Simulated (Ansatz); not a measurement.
Basis-set extrapolation for CH$_{7}$AlBFSi (PBE0-D4/def2-TZVP geometry, frozen core, the Gaussian-basis code of Ansatz). Multiplicity 1, RHF reference.

|  | def2-TZVPP | def2-QZVPP |
| --- | --- | --- |
| HF | -696.951882 | -696.975895 |
| MP2 correlation | -0.735707 | -0.792278 |
| CCSD(T) correlation | -0.822790 | not run |

Energies in hartree. Use E(X) = E(∞) + A·exp(−7.88·√X) for Hartree–Fock and E(X) = E(∞) + B·X^(−2.97) for correlation, with X = 3 and 4, and add CCSD(T) minus MP2 of the smaller set to the MP2 limit.

Q: What is the CCSD(T) energy at the basis-set limit?

A: HF limit: -696.975895 + (-0.024013) × 0.13774 = -696.97920. MP2 limit: -0.792278 + (-0.056571) × 0.74074 = -0.83418. Higher-order term: -0.822790 − (-0.735707) = -0.08708. Total: -697.90046 hartree, 330.3 kJ/mol below CCSD(T)/def2-TZVPP.
